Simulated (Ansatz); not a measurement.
`S[Si](S)(S)Cl`, relaxed with RKS PBE0-D4/def2-TZVP in Ansatz from a GFN2-xTB geometry. The force threshold is 0.005 eV/Å; the program also tests the step.

Total charge 0; spin multiplicity 1.

Start:

```xyz
8

S     0.447   -0.703   -1.973
Si   -0.150    0.303   -0.163
S    -2.002   -0.662    0.368
S     1.333    0.062    1.399
Cl   -0.354    2.295   -0.415
H     1.586   -0.040   -2.118
H    -2.176    0.008    1.499
H     1.316   -1.264    1.404
```

(1) By how much does the energy fall, and how many steps does the optimiser take? (Estimate.)

(2) Which bonds change most? (An estimate is asked.)

(3) Give the relaxed structure. (An estimate is asked.)

Answers

(1) Computed: 9.01 kJ/mol, in 8 steps, 3 of them rejected.

(2) Computed: Si2–S4 from 2.167 to 2.122 Å; S1–Si2 from 2.155 to 2.119 Å; Si2–S3 from 2.155 to 2.119 Å; Si2–Cl5 from 2.018 to 2.052 Å.

(3) Ansatz gave: 
```xyz
8

S     0.392   -0.701   -1.969
Si   -0.147    0.259   -0.158
S    -1.998   -0.660    0.313
S     1.313    0.114    1.374
Cl   -0.329    2.290   -0.386
H     1.573   -0.061   -2.034
H    -2.096   -0.011    1.487
H     1.291   -1.231    1.372
```
